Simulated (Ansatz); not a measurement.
**Which is lower?**

Two relaxed structures of BSiH₃O₂, closed shell (PBE0-D4/def2-TZVP; forces vanish, vibrations not checked).

A:

O1  (-2.018, 0.514, -0.119)
B2  (-0.807, -0.055, -0.303)
Si3  (0.903, 0.780, 0.607)
O4  (1.999, -0.235, -0.123)
H5  (-2.741, 0.072, -0.576)
H6  (-0.735, -1.047, -1.008)
H7  (1.652, -0.907, -0.720)
(Å)

B:

```json
{"atom": "O1", "x (Å)": "-2.0913", "y (Å)": "0.5420", "z (Å)": "-0.5837"}
{"atom": "B2", "x (Å)": "-0.9858", "y (Å)": "0.0847", "z (Å)": "-0.0576"}
{"atom": "Si3", "x (Å)": "0.8325", "y (Å)": "0.3544", "z (Å)": "0.5566"}
{"atom": "O4", "x (Å)": "1.9434", "y (Å)": "-0.5959", "z (Å)": "-0.2542"}
{"atom": "H5", "x (Å)": "-2.8408", "y (Å)": "-0.0627", "z (Å)": "-0.6156"}
{"atom": "H6", "x (Å)": "0.7910", "y (Å)": "-0.1634", "z (Å)": "1.9575"}
{"atom": "H7", "x (Å)": "2.3509", "y (Å)": "-0.1590", "z (Å)": "-1.0029"}
```

Program: Ansatz 0.2.0. Basis: def2-TZVPP. Cores are frozen in the correlated methods. B3LYP uses VWN-RPA correlation.

Problem. Which structure is lower at CCSD(T), and by how much? (Judge from chemistry; the value comes from the calculation.)

Solution. By the calculation: A, by 14.93 kcal/mol (electronic energy, against the other). By their contacts, A is BSiH₃O₂ ([OH][BH][Si][OH]) and B is BSiH₃O₂ ([OH][B][SiH][OH]).

All methods give the same order:

| method | E(B) − E(A) (kcal/mol) |
| --- | --- |
| PBE-D4 | 11.56 |
| r2SCAN-D4 | 9.54 |
| PBE0-D4 | 13.55 |
| B3LYP-D4 | 14.30 |
| wB97M-V | 17.72 |
| HF | 20.16 |
| MP2 | 15.96 |
| CCSD | 16.80 |
| CCSD(T) | 14.93 |

T1 diagnostic: at most 0.020. The restricted Hartree–Fock reference is unstable towards an unrestricted one at one or more of these structures.

Labels in which every atom is bracketed show which atoms are joined, not bond orders.

For scale, one of the runs: CCSD(T)/def2-TZVPP, 177 basis functions, launched by `ansatz run in.yaml --threads 2 --pin off --events-out ev --progress --plain --max-ram 4352MiB`. The run took 26 s on 2 CPU threads of an Intel Xeon Platinum 8559C (shared host), with 1.7 GiB of host memory at its peak.
